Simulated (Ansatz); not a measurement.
All numbers were calculated with Ansatz.

Basis-set series for H7InN2Si (`N[SiH2][NH][InH2]`). The species carries charge 0 and has multiplicity 1. In takes the def2 core potential. The geometry is a stationary point of PBE0-D4/def2-TZVP. It is one conformer, not always the lowest.

```json
{"atom": "N1", "x (Å)": "0.833", "y (Å)": "-0.866", "z (Å)": "0.109"}
{"atom": "Si2", "x (Å)": "0.562", "y (Å)": "0.467", "z (Å)": "-1.074"}
{"atom": "N3", "x (Å)": "-0.824", "y (Å)": "1.093", "z (Å)": "-0.383"}
{"atom": "In4", "x (Å)": "-1.117", "y (Å)": "-0.162", "z (Å)": "1.304"}
{"atom": "H5", "x (Å)": "0.769", "y (Å)": "-1.802", "z (Å)": "-0.271"}
{"atom": "H6", "x (Å)": "1.693", "y (Å)": "-0.806", "z (Å)": "0.640"}
{"atom": "H7", "x (Å)": "1.801", "y (Å)": "1.301", "z (Å)": "-1.073"}
{"atom": "H8", "x (Å)": "0.464", "y (Å)": "-0.163", "z (Å)": "-2.424"}
{"atom": "H9", "x (Å)": "-1.365", "y (Å)": "1.876", "z (Å)": "-0.704"}
{"atom": "H10", "x (Å)": "-0.539", "y (Å)": "0.481", "z (Å)": "2.795"}
{"atom": "H11", "x (Å)": "-2.278", "y (Å)": "-1.416", "z (Å)": "1.081"}
```

| functional | basis | functions | energy (Eh) | HOMO (eV) | LUMO (eV) |
| --- | --- | --- | --- | --- | --- |
| PBE0-D4 | def2-SVP | 107 | -592.95265 | -6.36 | -0.44 |
| PBE0-D4 | def2-TZVPP | 252 | -593.20350 | -6.52 | -0.72 |
| ωB97M-V | def2-SVP | 107 | -593.06922 | -8.59 | 1.08 |
| ωB97M-V | def2-TZVPP | 252 | -593.32666 | -8.79 | 0.54 |

(1) Give the rows for def2-QZVPP. (An estimate is asked.)

## Answers

(1) The calculation gave: 
| functional | basis | functions | energy (Eh) | HOMO (eV) | LUMO (eV) |
| --- | --- | --- | --- | --- | --- |
| PBE0-D4 | def2-QZVPP | 476 | -593.22261 | -6.55 | -0.79 |
| ωB97M-V | def2-QZVPP | 476 | -593.34446 | -8.82 | 0.35 |

Positive LUMOs are unbound and depend on the basis.
